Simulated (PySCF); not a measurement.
Molecule: SMILES CC(C)[SiH2][SiH2]P, C3H13PSi2.

Bonds (- single, = double, # triple, : aromatic): C1-C2, C2-C3, C2-Si4, Si4-Si5, Si5-P6. C1 carries H7, H8, H9; C2 carries H10; C3 carries H11, H12, H13; Si4 carries H14, H15; Si5 carries H16, H17; P6 carries H18, H19.

Frames of a GFN2-xTB Langevin trajectory at 400 K; GIAO PBE0/pcSseg-1 shieldings in PySCF 2.14.0 with density-fitted response routines, gas phase, non-relativistic; equivalent atoms averaged within each frame.

Shifts are taken against calculated references (same method and geometry level): 13C (σref 186.93), 29Si (σref 349.16), 1H (σref 31.72) against TMS; 31P (σref 318.38) against H3PO4. The references are static minima.

**Question.** How do the shifts (ppm) fluctuate along the trajectory?

**Answer.** 
```csv
time (fs),C1/C3,C2,Si4,Si5,P6,H14/H15,H16/H17,H10,H7/H8/H9/H11/H12/H13,H18/H19
250,27.2,23.1,-39.6,-92.3,-335.2,5.39,3.94,2.17,1.70,0.36
425,25.9,22.2,-46.2,-99.9,-233.6,3.91,3.39,1.42,1.49,2.47
625,26.3,6.5,-42.9,-87.7,-289.5,4.56,4.37,-0.46,1.62,1.12
800,18.0,12.8,-54.0,-99.2,-359.1,4.20,4.30,1.84,0.31,0.83
1000,27.6,28.8,-26.6,-92.1,-272.5,4.11,4.49,2.08,1.67,1.85
mean of frames,25.0,18.7,-41.9,-94.3,-298.0,4.43,4.10,1.41,1.36,1.33
standard deviation,3.9,8.9,10.1,5.2,50.0,0.58,0.45,1.08,0.59,0.84
```

5 frames give an uncertainty of the mean of about the standard deviation over 2.2 at best, since frames this close in time may not be independent; classical motion lacks zero-point vibration, and the reference would need the same averaging.
